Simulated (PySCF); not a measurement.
PySCF job for trans-(1R,2R)-1-chloro-2-methylcyclopropane (C₄H₇Cl), SMILES [C@H]1(C[C@H]1Cl)C, TDDFT-PBE/def2-SVPD. Geometry: TPSSh-D3(BJ)/def2-SVP.

```python
import numpy as np
from pyscf import gto, scf, dft, tdscf

mol = gto.M(
    atom='''
    C     2.31317319    0.52566512   -0.05268334
    C     1.03382196   -0.26809826    0.08629742
    C     0.29082912   -0.79360616   -1.12350494
    C    -0.27968130    0.33351824   -0.31619500
    Cl   -1.72095096    0.05398724    0.68483384
    H     2.47802945    1.16906441    0.82643944
    H     2.28447859    1.17115370   -0.94497212
    H     3.18213838   -0.14476449   -0.15264303
    H     0.97994665   -0.91499993    0.96820869
    H     0.67110242   -0.55475208   -2.12175848
    H    -0.19592427   -1.76795901   -1.03834164
    H    -0.29246280    1.33960063   -0.74259296
    ''',
    basis='def2-SVPD',
    charge=0,
    spin=0,
    max_memory=1600,
    verbose=4,
)
mf = dft.RKS(mol, xc='pbe').density_fit(auxbasis='def2-universal-jkfit')
mf.grids.level = 3
mf.conv_tol = 1e-9
mf.max_cycle = 100
mf.kernel()
mf.grids = dft.Grids(mol).set(level=1).build(with_non0tab=True)  # coarser grid for the response kernel
td = tdscf.TDDFT(mf)
td.singlet = True
td.nstates = 10
td.conv_tol = 1e-4
td.positive_eig_threshold = 1e-6
td.kernel(x0=td.get_init_guess(mf, 15))
td.analyze()
tt = tdscf.TDA(mf)
tt.singlet = False
tt.nstates = 4
tt.conv_tol = 1e-4
tt.positive_eig_threshold = 1e-6
tt.kernel(x0=tt.get_init_guess(mf, 9))
tt.analyze(verbose=3)
```

Program output:

```
PySCF version 2.14.0

[INPUT] verbose = 4
[INPUT] num. atoms = 12
[INPUT] num. electrons = 48
[INPUT] charge = 0
[INPUT] spin (= nelec alpha-beta = 2S) = 0
[INPUT] symmetry False subgroup None
[INPUT] Mole.unit = angstrom
[INPUT] Symbol           X                Y                Z      unit          X                Y                Z       unit  Magmom
[INPUT]  1 C      2.313173190000   0.525665120000  -0.052683340000 AA    4.371263807787   0.993363110037  -0.099557083927 Bohr   0.0
[INPUT]  2 C      1.033821960000  -0.268098260000   0.086297420000 AA    1.953640365961  -0.506632285872   0.163078489057 Bohr   0.0
[INPUT]  3 C      0.290829120000  -0.793606160000  -1.123504940000 AA    0.549587385848  -1.499698293168  -2.123116636196 Bohr   0.0
[INPUT]  4 C     -0.279681300000   0.333518240000  -0.316195000000 AA   -0.528521059162   0.630258131147  -0.597521951957 Bohr   0.0
[INPUT]  5 Cl    -1.720950960000   0.053987240000   0.684833840000 AA   -3.252125988207   0.102021097821   1.294148398434 Bohr   0.0
[INPUT]  6 H      2.478029450000   1.169064410000   0.826439440000 AA    4.682796989107   2.209211556876   1.561744200139 Bohr   0.0
[INPUT]  7 H      2.284478590000   1.171153700000  -0.944972120000 AA    4.317038872533   2.213159742771  -1.785738502150 Bohr   0.0
[INPUT]  8 H      3.182138380000  -0.144764490000  -0.152643030000 AA    6.013370028667  -0.273565238662  -0.288453521524 Bohr   0.0
[INPUT]  9 H      0.979946650000  -0.914999930000   0.968208690000 AA    1.851830785185  -1.729099271696   1.829649255524 Bohr   0.0
[INPUT] 10 H      0.671102420000  -0.554752080000  -2.121758480000 AA    1.268199775333  -1.048329498233  -4.009542429673 Bohr   0.0
[INPUT] 11 H     -0.195924270000  -1.767959010000  -1.038341640000 AA   -0.370243211455  -3.340958328357  -1.962181323332 Bohr   0.0
[INPUT] 12 H     -0.292462800000   1.339600630000  -0.742592960000 AA   -0.552674593623   2.531478306995  -1.403297316430 Bohr   0.0

nuclear repulsion = 215.69860269601
number of shells = 71
number of NR pGTOs = 235
number of NR cGTOs = 163
basis = def2-SVPD
ecp = {}


[settings echo left out]
init E= -616.434851320867
  HOMO = -0.304169541650293  LUMO = -0.061750890916108  gap/eV = 6.59655
cycle= 1 E= -616.113223694448  delta_E= 0.322  |g|= 0.416  |ddm|= 5.52
  HOMO = -0.18502306278179  LUMO = 0.010853339137793  gap/eV = 5.33007
cycle= 2 E= -616.053218874355  delta_E= 0.06  |g|= 0.631  |ddm|= 1.45
  HOMO = -0.230196938375105  LUMO = -0.0135165814592364  gap/eV = 5.89617
cycle= 3 E= -616.162851023217  delta_E= -0.11  |g|= 0.0703  |ddm|= 0.947
  HOMO = -0.237271182938009  LUMO = -0.0190290935654129  gap/eV = 5.93867
cycle= 4 E= -616.164078851697  delta_E= -0.00123  |g|= 0.0263  |ddm|= 0.213
  HOMO = -0.236837636720208  LUMO = -0.0183362083809193  gap/eV = 5.94573
cycle= 5 E= -616.164248782327  delta_E= -0.00017  |g|= 0.00711  |ddm|= 0.047
  HOMO = -0.236210866544158  LUMO = -0.0177559895847099  gap/eV = 5.94446
cycle= 6 E= -616.164259621969  delta_E= -1.08e-05  |g|= 0.00261  |ddm|= 0.0154
  HOMO = -0.236454841562542  LUMO = -0.0180042122785538  gap/eV = 5.94434
cycle= 7 E= -616.164261315409  delta_E= -1.69e-06  |g|= 0.000638  |ddm|= 0.00708
  HOMO = -0.236455924917609  LUMO = -0.0179926652087894  gap/eV = 5.94469
cycle= 8 E= -616.164261414068  delta_E= -9.87e-08  |g|= 0.000178  |ddm|= 0.00131
  HOMO = -0.236446732996143  LUMO = -0.0179895237167389  gap/eV = 5.94452
cycle= 9 E= -616.164261422116  delta_E= -8.05e-09  |g|= 4.68e-05  |ddm|= 0.000349
  HOMO = -0.236447445597571  LUMO = -0.0179897588742826  gap/eV = 5.94454
cycle= 10 E= -616.16426142261  delta_E= -4.94e-10  |g|= 1.66e-05  |ddm|= 9.52e-05
  HOMO = -0.236449094652897  LUMO = -0.017991173470739  gap/eV = 5.94454
Extra cycle  E= -616.164261422471  delta_E= 1.39e-10  |g|= 2.88e-05  |ddm|= 7.56e-05
converged SCF energy = -616.164261422471
tot grids = 44344
Overwritten attributes  positive_eig_threshold  of <class 'pyscf.tdscf.rks.CasidaTDDFT'>


******** <class 'pyscf.tdscf.rks.CasidaTDDFT'> for <class 'pyscf.df.df_jk.DFRKS'> ********
nstates = 10 singlet
deg_eia_thresh = 1.000e-03
wfnsym = None
conv_tol = 0.0001
eigh lindep = 1e-12
eigh level_shift = 0
eigh max_cycle = 100


Excitation energies (eV)
[6.18820502 6.4998312  6.63572546 7.00832663 7.03363798 7.26955262
 7.41882519 7.51550464 7.62816416 7.69268308]

** Singlet excitation energies and oscillator strengths **
Excited State   1:      6.18821 eV    200.36 nm  f=0.0040
      24 -> 25        0.69980
Excited State   2:      6.49983 eV    190.75 nm  f=0.0056
      23 -> 25       -0.69958
Excited State   3:      6.63573 eV    186.84 nm  f=0.0127
      24 -> 26       -0.70307
Excited State   4:      7.00833 eV    176.91 nm  f=0.0110
      23 -> 26        0.70250
Excited State   5:      7.03364 eV    176.27 nm  f=0.0104
      24 -> 27       -0.70261
Excited State   6:      7.26955 eV    170.55 nm  f=0.0228
      24 -> 28       -0.70004
Excited State   7:      7.41883 eV    167.12 nm  f=0.0111
      23 -> 27       -0.67506
      24 -> 29       -0.15844
Excited State   8:      7.51550 eV    164.97 nm  f=0.0222
      23 -> 27       -0.15811
      24 -> 29        0.68044
Excited State   9:      7.62816 eV    162.53 nm  f=0.0081
      22 -> 25        0.44898
      23 -> 28        0.53508
Excited State  10:      7.69268 eV    161.17 nm  f=0.0263
      22 -> 25       -0.51727
      23 -> 28        0.45410

** Transition electric dipole moments (AU) **
state          X           Y           Z        Dip. S.      Osc.
  1        -0.1593      0.0144      0.0237      0.0262      0.0040
  2        -0.1396      0.0845      0.0910      0.0349      0.0056
  3         0.0493     -0.1661     -0.2197      0.0783      0.0127
  4        -0.2507     -0.0304     -0.0045      0.0638      0.0110
  5        -0.0713      0.0433      0.2306      0.0601      0.0104
  6        -0.2343     -0.1234     -0.2403      0.1279      0.0228
  7        -0.0084      0.2410      0.0540      0.0611      0.0111
  8        -0.3101      0.0835     -0.1313      0.1204      0.0222
  9         0.0835      0.1351     -0.1340      0.0432      0.0081
 10        -0.2868      0.2190      0.0952      0.1393      0.0263

** Transition velocity dipole moments (imaginary part, AU) **
state          X           Y           Z        Dip. S.      Osc.
  1        -0.0391      0.0017      0.0025      0.0015      0.0045
  2        -0.0335      0.0218      0.0228      0.0021      0.0059
  3         0.0143     -0.0416     -0.0522      0.0047      0.0128
  4        -0.0667     -0.0096     -0.0024      0.0045      0.0118
  5        -0.0147      0.0121      0.0647      0.0046      0.0117
  6        -0.0609     -0.0358     -0.0649      0.0092      0.0230
  7        -0.0032      0.0699      0.0157      0.0051      0.0126
  8        -0.0868      0.0273     -0.0336      0.0094      0.0227
  9         0.0186      0.0421     -0.0400      0.0037      0.0088
 10        -0.0850      0.0620      0.0274      0.0118      0.0279

** Transition magnetic dipole moments (imaginary part, AU) **
state          X           Y           Z
  1         0.0165     -0.1237     -0.1204
  2        -0.2021      0.0033     -0.2009
  3        -0.1465      0.2917      0.1856
  4         0.2107     -0.4215      0.3457
  5        -0.2304     -0.2126      0.0504
  6        -0.0400      0.2472     -0.1387
  7         0.0866     -0.2255      0.2347
  8        -0.1031      0.5389     -0.0506
  9        -0.0371     -0.0599      0.2567
 10        -0.0289      0.2497      0.3387
Overwritten attributes  positive_eig_threshold  of <class 'pyscf.tdscf.rks.TDA'>


******** <class 'pyscf.tdscf.rks.TDA'> for <class 'pyscf.df.df_jk.DFRKS'> ********
nstates = 4 triplet
deg_eia_thresh = 1.000e-03
wfnsym = None
conv_tol = 0.0001
eigh lindep = 1e-12
eigh level_shift = 0
eigh max_cycle = 100


Excitation energies (eV)
[5.64941441 6.08351926 6.55529457 6.91750004]

** Triplet excitation energies and oscillator strengths **
Excited State   1:      5.64941 eV    219.46 nm  f=0.0000
Excited State   2:      6.08352 eV    203.80 nm  f=0.0000
Excited State   3:      6.55529 eV    189.14 nm  f=0.0000
Excited State   4:      6.91750 eV    179.23 nm  f=0.0000
```

The run converged.

Cost: around 80 core-seconds (rough).
